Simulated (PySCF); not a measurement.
This script is equivalent to a calculation on Cl (chlorine, neutral).

```python
from pyscf import gto, scf, dft, mp, cc
import basis_set_exchange as bse
mol = gto.M(atom="Cl 0 0 0", charge=0, spin=1, symmetry="D2h",
            basis=gto.basis.parse(bse.get_basis("6-31G*", elements=["Cl"], fmt="nwchem", header=False)))
mf = scf.UHF(mol)
mf.irrep_nelec = {'Ag': (3, 3), 'B1u': (2, 2), 'B2u': (2, 2), 'B3u': (2, 1)}
mf.kernel()
```

(1) What total energy does it give?

(2) Which occupied shell lies highest, and where?

(3) What is ⟨S²⟩, and what would a pure spin state give?

## Answers

(1) -459.44651 hartree (calculated).

(2) 3p β, at -12.956 eV.

(3) 0.755, against 0.75.
